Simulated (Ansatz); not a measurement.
The cluster BeF₂, relaxed as a triplet with UKS PBE0-D4/def2-TZVP in Ansatz, starting from the PBE0-D4/def2-TZVP geometry of the neutral singlet. Force threshold 0.02 eV/Å.

In the triplet, F2 and F3 lie 1.95 Å apart (atoms count from 1), so these atoms are partly bonded to each other. At PBE0-D4/def2-TZVP a singlet of charge 0 lies 6.48 eV below the triplet, each at its own geometry. The structure comes from a short search, and lower isomers may exist.

Start:

```xyz
3

Be    0.001   -0.001   -0.003
F    -0.989    0.569   -0.772
F     0.988   -0.568    0.775
```

Estimate the energy that the relaxation releases and the steps that it takes.

2.74 eV, in 11 steps; 9 s on 4 threads of Intel Xeon Platinum 8488C on a shared host. No frequencies were taken in this run, so the end may be a saddle point.

Does the start keep its bonding and symmetry?

By distances, no bond broke or formed. The bond that changes most is Be1–F2, from 1.38 to 1.53 Å (atoms count from 1). A close non-bonded pair moves further: F2–F3, from 2.76 to 1.95 Å. Point group D∞h at the start, C2v at the end, both within 0.05 Å.

Predict the relaxed structure.


| atom | x (Å) | y (Å) | z (Å) |
| --- | --- | --- | --- |
| Be1 | 0.3075 | -0.3362 | -0.6400 |
| F2 | -0.8521 | 0.5701 | -0.2268 |
| F3 | 0.5446 | -0.2339 | 0.8668 |
Bond lengths: 2 × Be–F 1.53 Å.
